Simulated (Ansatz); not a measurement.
Consider the atomization: `C=[C]([GaH2])[InH2]` → 2 C• + Ga• + 6 H• + In•.

Gas-phase electronic energies from Ansatz, PBE0-D4/def2-TZVP geometries. CCSD(T)/CBS adds triple-zeta CCSD(T) − MP2 to the extrapolated MP2 energy (def2 sets, frozen cores). This one scheme is used for every species, atoms too. Functionals use def2-TZVPP. B3LYP here is the variant with VWN-RPA as its local correlation; programs differ in this. Open shells (•) are unrestricted, without spin–orbit coupling. Spin–orbit coupling would lower the free atoms: a little for C; clearly for Ga; strongly for In. Elements past krypton have def2 core potentials. Bonds to Ga, In are less sure, by a few kJ/mol each and by 10 to 20 or more in all where they break to atoms, as the def2 sets lack core-valence functions. Scalar relativity is left out up to krypton.

```
             level  ΔE (kJ/mol)  difference from CCSD(T)/CBS
           BLYP-D4       2906.4                        -63.1
         r2SCAN-D4       2963.8                         -5.7
          B3LYP-D4       2931.8                        -37.7
        r2SCANh-D4       2949.7                        -19.8
      CAM-B3LYP-D4       2958.1                        -11.4
               PBE       2951.0                        -18.5
             BHLYP       2844.9                       -124.6
           LC-ωPBE       2957.5                        -12.0
      MP2/def2-SVP       2832.1                       -137.4
     CCSD/def2-SVP       2783.8                       -185.7
    MP2/def2-TZVPP       2920.8                        -48.7
SCS-MP2/def2-TZVPP       2913.8                        -55.7
   CCSD/def2-TZVPP       2868.0                       -101.5
     HF/def2-QZVPP       2156.1                       -813.4
      HF/CBS(def2)       2156.7                       -812.8
    CCSD/CBS(def2)       2923.1                        -46.4
       CCSD(T)/CBS       2969.5                            0
```

Largest T1 diagnostic among the species: 0.015.

At CCSD(T), def2-SVP lies −151.0 kJ/mol from the extrapolated value and def2-TZVPP −55.1 kJ/mol: correlation converges slowly with the basis, and small sets miss more of it in the bonded molecule than in its fragments. From BLYP to BHLYP (50 % exact exchange), in def2-TZVPP and without D4, ΔE moves by −12.0 kJ/mol: exact exchange takes away binding that semilocal exchange gives to molecules. The D4 term adds +38.1 kJ/mol with B3LYP and +19.9 kJ/mol with PBE0; it sums over pairs of atoms, weighted by their polarisabilities, and B3LYP, whose exchange is more repulsive, gets the larger term.

For atomizations the MP2-based limit and the directly extrapolated one differ by several kJ/mol either way, and by 10 to 25 for some Ge, Se and Sn compounds, so smaller differences from it don't rank the levels.
